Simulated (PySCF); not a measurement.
Nuclear quadrupole coupling in `C=CC[C@@H](C#N)OC`

Compound: C₆H₉NO.
Structure used (GFN2-xTB), in Å, numbered top down from 1:
```
atom  x, y, z in Å
C1     2.7064   -0.2916    1.1217
C2     1.5661   -0.7371    0.6302
C3     0.9802   -0.2860   -0.6703
C4    -0.3824    0.3958   -0.4397
C5    -0.8182    1.0298   -1.6767
N6    -1.1711    1.5144   -2.6500
O7    -1.3050   -0.5783    0.0015
C8    -2.5396   -0.0496    0.4175
H9     3.0942   -0.6381    2.0642
H10    3.3088    0.4314    0.5951
H11    0.9685   -1.4582    1.1700
H12    0.8117   -1.1476   -1.3207
H13    1.6489    0.4160   -1.1719
H14   -0.2746    1.1920    0.3220
H15   -3.0568    0.4621   -0.4018
H16   -3.1356   -0.8970    0.7494
H17   -2.4085    0.6540    1.2495
```

Field gradients from the PBE0/pcSseg-1 density (PySCF, non-relativistic), principal values in atomic units, ordered |Vxx| ≤ |Vyy| ≤ |Vzz|:

| atom | Vxx | Vyy | Vzz |
| --- | --- | --- | --- |
| N6 | 0.4354 | 0.5644 | -0.9998 |
| O7 | 0.0315 | 2.0339 | -2.0654 |

Question: Find the asymmetry η = (Vxx − Vyy)/Vzz and the couplings χ = eQV/h (234.96 MHz × Q in barn × V in au), with Q(14N) = 0.02044 b, Q(17O) = −0.0256 b.

Answer: 
```csv
atom,environment,nucleus,η,χzz (MHz),χxx (MHz),χyy (MHz)
N6,nitrile nitrogen,14N,0.13,-4.802,2.091,2.711
O7,ether oxygen,17O,0.97,12.42,-0.19,-12.23
```

At O7 η is above 0.9: Vyy and Vzz are nearly equal in size and opposite in sign, so a small change could swap them and flip the sign of χzz. 

Question: What is Vzz at O7 in SI units (1 au = 9.71736 × 10²¹ V/m²)?

Answer: -2.0654 au = -20.070 × 10²¹ V/m².

Question: And the gradient at the other heavy atoms, for which no coupling is worked out here?

Answer: 
```
atom                 environment  Vzz (au)     η
  C1        terminal =CH2 carbon     0.307  0.42
  C2            alkene CH carbon     0.327  0.60
  C3              allylic carbon     0.130  0.57
  C4  sp3 carbon bound to oxygen     0.302  0.70
  C5              nitrile carbon    -0.408  0.06
  C8              methoxy carbon     0.408  0.09
```

Question: What couplings would deuterons (Q(2H) = 0.00286 b) have in place of the hydrogens, at this geometry?

Answer: 
```tsv
atom	bonded to	bond length (Å)	Vzz (au)	η	χzz (kHz)
H9	C1	1.076	0.3381	0.05	227
H10	C1	1.078	0.3338	0.06	224
H11	C2	1.081	0.3236	0.05	217
H12	C3	1.093	0.2983	0.03	200
H13	C3	1.092	0.2994	0.05	201
H14	C4	1.107	0.2638	0.05	177
H15	C8	1.096	0.2866	0.09	193
H16	C8	1.088	0.3061	0.07	206
H17	C8	1.097	0.2879	0.09	193
```

One conformer (not necessarily the lowest) at the GFN2-xTB geometry, without solvent, vibrations or thermal averaging. GFN2-xTB bond lengths can be off by several hundredths of an ångström, more for odd bonds, and the gradients follow them. These gradients aren't converged with respect to the basis.
